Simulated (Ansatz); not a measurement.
`[SiH3][O][Al]([SH])[SH]` + `Cl[SiH](Cl)Cl` → `[SH][AlH][SH]` + `[SiH3]O[Si](Cl)(Cl)Cl`  (redistribution)

Program: Ansatz. Geometries: PBE0-D4/def2-TZVP. ΔE: electronic, gas phase. CCSD(T)/CBS adds triple-zeta CCSD(T) − MP2 to the extrapolated MP2 energy (def2 sets, frozen cores). This one scheme is used for every species. Functionals use def2-TZVPP. B3LYP here is the variant with VWN-RPA as its local correlation; programs differ in this. One conformer a species, not always the lowest.

`[SiH3][O][Al]([SH])[SH]`:

Cartesian coordinates in Å:
```
Si 0.025 -1.751 0.669
O 0.069 -0.265 0.013
Al -0.006 1.321 -0.521
S 0.927 1.897 -2.394
S -1.033 2.844 0.638
H -0.974 -1.797 1.771
H 1.362 -2.100 1.217
H -0.353 -2.749 -0.365
H 1.353 0.641 -2.619
H -1.370 1.958 1.592
```

`Cl[SiH](Cl)Cl`:

Z-matrix (Å, degrees):
```
Si
Cl 1 2.030
Cl 1 2.030 2 109.5
Cl 1 2.030 2 109.5 3 -120.1
H 1 1.469 2 109.4 3 120.0
```

`[SH][AlH][SH]`:

Z-matrix (Å, degrees):
```
Al
S 1 2.178
S 1 2.178 2 116.1
H 1 1.576 2 122.0 3 180.0
H 2 1.344 1 92.3 3 180.0
H 3 1.345 1 92.3 2 180.0
```

`[SiH3]O[Si](Cl)(Cl)Cl`:

Cartesian coordinates in Å:
```
Si -0.084 -1.395 -0.853
O 0.292 -0.263 0.287
Si 0.137 1.227 0.843
Cl 0.793 2.562 -0.537
Cl 1.232 1.416 2.531
Cl -1.809 1.622 1.256
H 0.621 -2.642 -0.483
H 0.369 -0.918 -2.182
H -1.551 -1.610 -0.862
```

(1) Is it downhill or uphill in electronic energy at CCSD(T)/CBS, and by how much? (Estimate.)

(2) What do these levels give: PBE-D4, PBE0-D4, B3LYP-D4, ωB97M-V, B3LYP, HF/def2-TZVPP, MP2/def2-TZVPP, SCS-MP2/def2-TZVPP, CCSD/def2-TZVPP, HF/def2-QZVPP, MP2/def2-QZVPP, SCS-MP2/def2-QZVPP? (Best estimate.)

Largest T1 diagnostic among the species: 0.012.

Results:

(1) The calculation gave: Uphill: ΔE = +0.32 eV.

(2) Computed: PBE-D4 0.31, PBE0-D4 0.30, B3LYP-D4 0.31, ωB97M-V 0.29, B3LYP 0.38, HF/def2-TZVPP 0.33, MP2/def2-TZVPP 0.34, SCS-MP2/def2-TZVPP 0.35, CCSD/def2-TZVPP 0.34, HF/def2-QZVPP 0.33, MP2/def2-QZVPP 0.34, SCS-MP2/def2-QZVPP 0.35 eV.

The D4 term adds −0.07 eV with B3LYP and −0.04 eV with PBE0; it sums over pairs of atoms, weighted by their polarisabilities, and B3LYP, whose exchange is more repulsive, gets the larger term.
